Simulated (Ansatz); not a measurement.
`C[CH]([SiH3])[AlH][AlH2]` + `BO[SiH2]C` → `C[SiH2][AlH][AlH2]` + `BOC(C)[SiH3]`  (redistribution)

Isolated molecules relaxed with PBE0-D4/def2-TZVP in Ansatz; ΔE leaves out vibrations. CBS: MP2 limit from def2 TZ/QZ plus the TZ coupled-cluster correction, frozen cores. Functionals use def2-TZVPP. B3LYP here is the variant with VWN-RPA as its local correlation; programs differ in this. Each species was taken in one conformer, which may not be the lowest.

```
             level  ΔE (kJ/mol)  difference from CCSD(T)/CBS
            PBE-D4        148.3                        -29.7
         r2SCAN-D4        170.0                         -8.0
           PBE0-D4        159.7                        -18.3
          B3LYP-D4        169.5                         -8.5
           ωB97X-V        169.2                         -8.8
           ωB97M-V        180.2                          2.2
            B2PLYP        175.9                         -2.1
               PBE        146.1                        -31.9
            r2SCAN        169.6                         -8.4
              PBE0        157.8                        -20.2
             B3LYP        165.7                        -12.3
     HF/def2-TZVPP        184.9                          6.9
    MP2/def2-TZVPP        191.8                         13.8
SCS-MP2/def2-TZVPP        187.0                          9.0
   CCSD/def2-TZVPP        175.9                         -2.1
CCSD(T)/def2-TZVPP        173.8                         -4.2
     HF/def2-QZVPP        187.0                          9.0
    MP2/def2-QZVPP        195.0                         17.0
SCS-MP2/def2-QZVPP        190.1                         12.1
      HF/CBS(def2)        187.3                          9.3
     MP2/CBS(def2)        196.1                         18.1
    CCSD/CBS(def2)        180.1                          2.1
       CCSD(T)/CBS        178.0                            0
```

Largest T1 diagnostic among the species: 0.013.

From PBE to PBE0 (25 % exact exchange), in def2-TZVPP and without D4, ΔE moves by +11.7 kJ/mol. The D4 term adds +3.7 kJ/mol with B3LYP and +1.9 kJ/mol with PBE0; it sums over pairs of atoms, weighted by their polarisabilities, and B3LYP, whose exchange is more repulsive, gets the larger term.
